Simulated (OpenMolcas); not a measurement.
**neutral oxygen: terms and fine structure**

| Item | Value |
| --- | --- |
| Program | OpenMolcas 26.06 |
| Method | SS-CASPT2, IPEA 0.25 Eh, imaginary shift 0.1 Eh (closed shells correlated: 1s) |
| Basis | ANO-RCC-VQZP [5s4p3d2f1g] |
| Scalar Hamiltonian | DKH2, point nucleus |
| Active space | 6 electrons in 4 orbitals (2s 2p) |
| State averaging | 2S+1 = 3 even, 3 roots; 2S+1 = 1 even, 6 roots |
| Spin-orbit coupling | state interaction with AMFI integrals over the reference wave functions, term energies averaged over their components |

With spin-orbit coupling, above the lowest level:

```
Configuration  Term  J  E (cm⁻¹)  Measured (cm⁻¹)      g  Term weight %
      2s² 2p⁴    ³P  2       0.0              0.0  1.501            100
      2s² 2p⁴    ³P  1       150              158  1.501            100
      2s² 2p⁴    ³P  0       224              227                   100
      2s² 2p⁴    ¹D  2     15510            15868  1.000            100
      2s² 2p⁴    ¹S  0     32820            33793                   100
```

Against the 4 measured excited levels shown (NIST Handbook of Basic Atomic Spectroscopic Data) the mean absolute deviation is 330 cm-1; the largest miss in energy is 2s² 2p⁴ ¹S₀: computed 32820, measured 33793 cm⁻¹ (-2.9 %), and the largest in proportion 2s² 2p⁴ ³P₁ (-4.9 %).

Spin-orbit coupling puts the lowest level 75.6 cm⁻¹ below the lowest spin-free term.

For ³P the intervals divided by the larger J are -73.6, -75.2 cm-1. Landé's interval rule makes them equal in pure LS coupling; they differ by 2 % of their mean. The multiplet is inverted.

CASPT2 does not keep the components of a term degenerate, so their means are used; among the terms shown or strongly mixed into the levels shown the widest spread is 120 cm-1 (2s² 2p⁴ ¹D). Measured partners are found by configuration, term and J. A level has none where our copy of the source lacks it or the pairing is in doubt (some pairs that miss far off the trend of their configuration count as doubtful), and it then counts in no deviation. Only configurations of the active space appear. The first state left out of the spin-orbit step lies near 140000 cm-1 above the lowest spin-free state of the reference (among the parities and spins computed), and the list stops at four fifths of that energy or lower.

The term weight is that of the spin-free term in the level, not the purity of its configuration.
